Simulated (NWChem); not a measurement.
Ionisation of silicon dioxide molecule (O2Si)

SMILES: O=[Si]=O
```xyz
3

O      0.0000     0.0000    -1.5184
Si     0.0000     0.0000     0.0000
O      0.0000     0.0000     1.5184
```
Charge 0, spin multiplicity 1.

Program: NWChem. Structure: optimised with PBE0/def2-SVP, a minimum by its harmonic frequencies.

Basis set: def2-TZVPD. −ε marks an orbital energy of the parent.

B3LYP has NWChem's definition, with VWN1-RPA local correlation.

Task: For the first vertical ionisation energy, −ε(HOMO) of HF gives 13.89 eV and −ε(HOMO) of PBE gives 8.43 eV. What do −ε(HOMO) of B3LYP, −ε(HOMO) of M06-2X, −ε(HOMO) of r2SCAN give?

Result: −ε(HOMO) of B3LYP: 9.71 eV; −ε(HOMO) of M06-2X: 11.57 eV; −ε(HOMO) of r2SCAN: 8.76 eV.
